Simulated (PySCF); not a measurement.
Geometries of 2 isomers of C4H11Ga, from PBE0-D3(BJ)/def2-SVP geometry optimisation, gas phase (PySCF 2.14.0). One conformer each, no zero-point energy, no frequencies.

Question: Which isomer lies lower at this level?
A.
```xyz
16
angstrom
Ga     0.961    1.542    1.234
H      2.539    1.541    1.270
H      0.223    2.937    1.206
C     -0.059   -0.163    1.270
C     -0.421   -0.711   -0.118
C      0.825   -1.014   -0.945
C     -1.360    0.228   -0.867
H     -0.980    0.002    1.856
H      0.544   -0.905    1.820
H     -0.959   -1.667    0.025
H      1.393   -0.091   -1.165
H      0.568   -1.475   -1.911
H      1.507   -1.695   -0.414
H     -0.879    1.202   -1.066
H     -2.275    0.430   -0.288
H     -1.661   -0.193   -1.839
```
B.
```xyz
16
angstrom
Ga     0.978    1.719    0.013
H      2.553    1.795    0.093
H      0.136    3.055   -0.017
C      0.009   -0.031   -0.011
C     -0.776   -0.121    1.301
C      0.983   -1.201   -0.120
C     -0.967   -0.043   -1.189
H     -1.362   -1.060    1.336
H     -0.116   -0.127    2.186
H     -1.490    0.711    1.418
H      1.701   -1.222    0.716
H      1.568   -1.168   -1.053
H      0.439   -2.165   -0.109
H     -0.450    0.011   -2.162
H     -1.684    0.793   -1.144
H     -1.557   -0.980   -1.192
```

Answer: A. That is GaH2(iBu) (`CC(C)[CH2][GaH2]`), 2.5 kcal/mol below the other.

| SMILES | atoms numbered as above | E (Eh) | relative (kcal/mol) | relative (kJ/mol) | dipole (D) |
| --- | --- | --- | --- | --- | --- |
| [H][Ga]([H])[CH2]C(C)C | – | -2083.07873 | 0.0 | 0.0 | 1.13 |
| [H][Ga]([H])[C](C)(C)C | – | -2083.07473 | 2.5 | 10.5 | 0.70 |
